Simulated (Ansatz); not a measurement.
Abridged output of a molecular run in Ansatz:

```
Functional definition: HF
1644 factors; integrals over basis functions are off by at most 1.1e-3 eV
mean field evaluation 1: about -48857.7016 eV, gradient 6.6e1 eV
mean field evaluation 2: about -48857.9274 eV, gradient 6.6e1 eV
mean field evaluation 4: about -48865.8432 eV, gradient 9.9e0 eV
mean field evaluation 8: about -48866.1234 eV, gradient 9.9e-1 eV
mean field evaluation 16: about -48866.1316 eV, gradient 1.5e-6 eV
mean field -48866.13158241 eV, -1795.7972129998 hartree, gradient 1.6e-6 eV, S^2 0.000000; 0 other end points of the search recorded, 0 dependent functions left out
17 core orbitals not correlated: weight in the atoms' cores, before any rotation towards them, 1.000 or more for the frozen orbitals, at most 0.000 for the correlated occupied ones
reference -48866.13158241 eV, -1795.7972129998 hartree; 20, 20 occupied and 229, 229 virtual orbitals, 1644 factors
second order -34.99287764 eV of doubles, -0.00000000 eV of singles
cycle   1  -33.89643484 eV  change     1.1e0 eV  update   2.8e-1
cycle   2  -35.24885358 eV  change    -1.4e0 eV  update   2.0e-1
cycle   3  -35.61490165 eV  change   -3.7e-1 eV  update   6.2e-2
cycle   4  -35.62250996 eV  change   -7.6e-3 eV  update   2.4e-2
cycle   5  -35.59976997 eV  change    2.3e-2 eV  update   9.4e-3
cycle   6  -35.59379256 eV  change    6.0e-3 eV  update   4.1e-3
cycle   7  -35.59570915 eV  change   -1.9e-3 eV  update   2.0e-3
cycle   8  -35.59531108 eV  change    4.0e-4 eV  update   9.8e-4
cycle   9  -35.59552438 eV  change   -2.1e-4 eV  update   4.3e-4
cycle  10  -35.59628735 eV  change   -7.6e-4 eV  update   2.3e-4
cycle  11  -35.59592265 eV  change    3.6e-4 eV  update   1.0e-4
cycle  12  -35.59573567 eV  change    1.9e-4 eV  update   5.9e-5
cycle  13  -35.59582863 eV  change   -9.3e-5 eV  update   2.1e-5
cycle  14  -35.59576845 eV  change    6.0e-5 eV  update   1.4e-5
cycle  15  -35.59576984 eV  change   -1.4e-6 eV  update   5.2e-6
perturbative correction -1.98390659 eV, -0.0729072223 hartree
Total energy: -48903.71125883 eV, -1797.1782406361 hartree
```

Its atoms:

```xyz
9

O     0.406   -1.024    1.456
Ti   -0.040   -0.118    0.017
O    -1.049   -0.921   -1.177
S    -1.087    1.751    0.854
S     1.829    0.497   -1.176
H     0.521   -1.778    2.031
H    -1.626   -1.584   -1.551
H    -1.394    2.199   -0.378
H     2.440    0.978   -0.077
```

Which basis set was used?
A. def2-SVPD
B. def2-TZVPPD
C. def2-TZVPP
D. def2-QZVPP

C. It gives 266 functions.

Write the keys of the input that set method, charge and spin (a neutral closed shell needs none for the last two).


```yaml
correlation: {method: ccsd_t}
```
